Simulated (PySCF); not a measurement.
Computed with PySCF 2.14.0 with B3LYP-D3(BJ)/def2-TZVP. Isolated molecules, 0 K electronic values unless said otherwise. B3LYP has the VWN-RPA correlation part, as in Gaussian. 

Reference species (SMILES): `C1NC=C1` (neutral, multiplicity 1).

| Quantity | Result |
|---|---|
| HOMO–LUMO gap | 6.38 eV |
| dipole moment | 1.07 D |

Changed species: `N=C1CC1`.

**Question.** Give the shifts of the HOMO–LUMO gap and dipole moment.

**Answer.** the HOMO–LUMO gap falls by 0.05 eV, to 6.33 eV; the dipole moment rises by 1.25 D, to 2.32 D.
